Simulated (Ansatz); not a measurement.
Input file for Ansatz (a quantum-chemistry and plane-wave program): U-B3LYP/def2-TZVPP on H3NSi (SMILES [N][SiH3]), 2S+1 = 3, a spin state set in the input, which need not be the lowest.

Ansatz 0.2 input:
```yaml
crystal:
  periodic: [false, false, false]
  atoms:
    - {symbol: N, position_ang: [1.31794050, -0.00786475, -0.14912232]}
    - {symbol: Si, position_ang: [-0.45915357, 0.00273998, 0.05195230]}
    - {symbol: H, position_ang: [-0.93343448, 1.40726339, 0.02312724]}
    - {symbol: H, position_ang: [-0.79509862, -0.62430154, 1.35288241]}
    - {symbol: H, position_ang: [-1.06890040, -0.76626830, -1.05948567]}
basis:
  gaussian:
    orbitals: def2-TZVPP
hamiltonian:
  xc: {name: B3LYP}
magnetization: {spin_polarized: true, initial_magnetization: 2}
```

### Question
What total energy does the run end on?

### Answer
-345.9839 hartree.
